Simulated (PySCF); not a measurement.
Simulation results for C$_{2}$H$_{9}$BGe, CH$_{8}$BGeN, BGeH$_{7}$OSi

Calculation on a computer-drawn molecule: optimised geometry and harmonic frequencies of an isolated molecule of the commonest isotopes, restricted reference for singlets and unrestricted otherwise, frozen core in MP2; on germanium a core potential holds 10 electrons, which the energies leave out, and 3d is frozen in MP2 and coupled-cluster steps. Program: PySCF 2.14.0.

Common to all runs: charge 0; multiplicity 1; method HF; basis and core potential on germanium cc-pVDZ-PP ECP10MDF.

(1) C$_{2}$H$_{9}$BGe

Start structure:
```xyz
13
C2H9BGe
B     -1.4270    -2.5409     2.2676
C     -2.1703    -1.5633     1.3547
C     -1.4006    -0.2889     1.5383
Ge    -2.1635     1.2005     0.3582
H     -1.7046    -2.6352     3.4062
H     -0.5136    -3.1847     1.9104
H     -2.1441    -1.8301     0.3267
H     -3.1985    -1.3763     1.6108
H     -0.3455    -0.3907     1.2075
H     -1.3814     0.0979     2.5629
H     -3.5934     1.4082     0.7207
H     -2.1991     0.7930    -1.0500
H     -1.4071     2.4571     0.4978
```

It was run with basis cc-pVDZ.

The calculation gives: rotational constants 19.56, 1.669, 1.621 GHz; total energy -399.0080 hartree; convergence status largest gradient component 3.877e-05 hartree/bohr.

Drawn bonds:
```tsv
atom	other atom	order
1	2	1
2	3	1
3	4	1
1	5	1
1	6	1
2	7	1
2	8	1
3	9	1
3	10	1
4	11	1
4	12	1
4	13	1
```

Optimised structure:
```xyz
13
C2H9BGe
B     -1.4211    -2.5896     2.3072
C     -2.1648    -1.5746     1.3552
C     -1.4067    -0.2238     1.4738
Ge    -2.1740     1.2112     0.3613
H     -1.7138    -2.6668     3.4714
H     -0.4948    -3.2443     1.9070
H     -2.1529    -1.9045     0.3125
H     -3.2088    -1.4289     1.6472
H     -0.3584    -0.3410     1.1817
H     -1.4040     0.1295     2.5097
H     -3.6325     1.4649     0.7666
H     -2.1397     0.8032    -1.1179
H     -1.3771     2.5114     0.5360
```

Modes:
```tsv
frequency (cm⁻¹)	reduced mass (dalton)
86.58	1.858
125.5	1.148
146.6	1.145
177.3	2.698
233.9	3.682
524.9	1.034
554.5	1.59
686.2	2.051
720.2	1.058
806.3	1.253
918.8	1.054
959.3	1.65
963.6	1.022
968.9	1.247
1029	2.675
1052	1.329
1111	1.679
1219	1.188
1256	1.24
1325	1.22
1390	1.132
1410	1.528
1560	1.083
1583	1.11
2204	1.023
2204	1.023
2223	1.012
2658	1.054
2723	1.127
3171	1.059
3176	1.059
3209	1.104
3230	1.105
```

(2) CH$_{8}$BGeN

Start structure:
```xyz
12
CH8BGeN
B     -3.1569    -1.2181    -0.5472
N     -1.7743    -1.1018    -0.6559
C     -1.0929    -0.0971    -1.3372
Ge     0.1017     1.0052    -0.2376
H     -3.5564    -2.2005     0.0899
H     -3.8143    -0.4155    -1.0129
H     -1.1166    -1.7728    -0.2406
H     -1.8203     0.6057    -1.8137
H     -0.5211    -0.5471    -2.1497
H      1.0983     0.0156     0.4387
H     -0.6000     1.6560     0.9187
H      0.9081     1.9771    -0.9611
```

It was run with basis cc-pVDZ.

It finds rotational constants 15.56, 1.881, 1.828 GHz; total energy -415.0536 hartree; convergence status largest gradient component 2.326e-05 hartree/bohr.

Drawn bonds:
```tsv
atom	other atom	order
1	2	1
2	3	1
3	4	1
1	5	1
1	6	1
2	7	1
3	8	1
3	9	1
4	10	1
4	11	1
4	12	1
```

Optimised structure:
```xyz
12
CH8BGeN
B     -3.1322    -1.2384    -0.4829
N     -1.7637    -1.1370    -0.6918
C     -1.0556    -0.0766    -1.3869
Ge     0.1259     0.9666    -0.1887
H     -3.5589    -2.1826     0.1258
H     -3.8641    -0.3861    -0.9112
H     -1.1678    -1.8536    -0.3276
H     -1.7864     0.6012    -1.8268
H     -0.4617    -0.4826    -2.2107
H      1.0911     0.0106     0.5277
H     -0.7136     1.7011     0.8613
H      0.9422     1.9842    -0.9969
```

Modes:
```tsv
frequency (cm⁻¹)	reduced mass (dalton)
83.77	2.768
135.1	1.11
218.9	2.15
386.9	2.175
441.4	1.473
513.3	1.046
545.2	1.471
719.4	2.127
830.4	1.06
881.8	1.374
914.3	1.04
950.9	1.579
962.7	1.03
969.4	1.117
1084	1.354
1106	1.904
1277	1.369
1325	1.211
1370	1.343
1420	1.585
1572	1.092
1649	1.872
2203	1.023
2213	1.022
2230	1.014
2660	1.057
2726	1.131
3183	1.067
3264	1.098
3825	1.076
```

(3) BGeH$_{7}$OSi

Start structure:
```xyz
11
BGeH7OSi
B     -0.2919     0.8585     0.5384
O      0.8389     0.2148     0.6992
Si     1.7588    -0.9275     0.1591
Ge     0.8173    -2.3012    -1.4440
H     -1.1190     0.3101    -0.2098
H     -0.5760     1.7661     1.1698
H      3.0226    -0.2260    -0.3052
H      2.0895    -1.6483     1.4854
H     -0.4104    -3.0643    -1.0290
H      1.7716    -3.3860    -1.9857
H      0.3737    -1.6297    -2.6837
```

Here we set basis cc-pV(D+d)Z.

It finds rotational constants 6.852, 1.649, 1.373 GHz; total energy -686.0071 hartree; convergence status largest gradient component 4.012e-05 hartree/bohr.

Drawn bonds:
```tsv
atom	other atom	order
1	2	1
2	3	1
3	4	1
1	5	1
1	6	1
3	7	1
3	8	1
4	9	1
4	10	1
4	11	1
```

Optimised structure:
```xyz
11
BGeH7OSi
B     -0.3654     0.7838     0.5187
O      0.8716     0.3079     0.7583
Si     1.8462    -0.9269     0.2076
Ge     0.7780    -2.2952    -1.4593
H     -1.0746     0.2556    -0.3019
H     -0.7433     1.7407     1.1375
H      3.0676    -0.3116    -0.3510
H      2.2163    -1.7511     1.3762
H     -0.4934    -2.9534    -0.9134
H      1.7572    -3.4026    -1.8732
H      0.4149    -1.4807    -2.7051
```

Modes:
```tsv
frequency (cm⁻¹)	reduced mass (dalton)
66.19	2.227
111.4	3.623
120	1.071
245.1	3.813
259.8	1.177
357.2	4.517
384.4	1.049
520.3	1.283
636.6	1.251
746.5	5.148
808.1	1.084
863.5	1.07
940	1.109
966.3	1.018
973.1	1.052
1036	1.057
1081	1.395
1142	1.364
1299	1.511
1432	2.721
2204	1.022
2215	1.023
2226	1.013
2326	1.052
2328	1.03
2647	1.055
2729	1.122
```
